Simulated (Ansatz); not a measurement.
Species: C₂H₃N (charge 0, singlet). SMILES: [C-]#[N+]C
Geometry: optimised at B3LYP-D3(BJ)/def2-TZVP (Ansatz, an electronic-structure program).

Computed values are from Ansatz. Correlated levels leave the core frozen unless marked. UHF or UKS for open shells. No spin-orbit coupling. Non-relativistic. CBS marks a two-point X^-3 extrapolation of the correlation energy; Hartree-Fock from the larger set.

What is the atomisation energy De at CCSD(T)/CBS(cc-pVTZ,cc-pVQZ)?

2466.4 kJ/mol.

What is the total energy at CCSD(T)/CBS(cc-pVTZ,cc-pVQZ)?

-132.5482 Eh.

What is the T1 diagnostic at CCSD/cc-pVQZ?

0.014.

What is the dipole moment at CCSD(T)/aug-cc-pVDZ?

3.93 D.
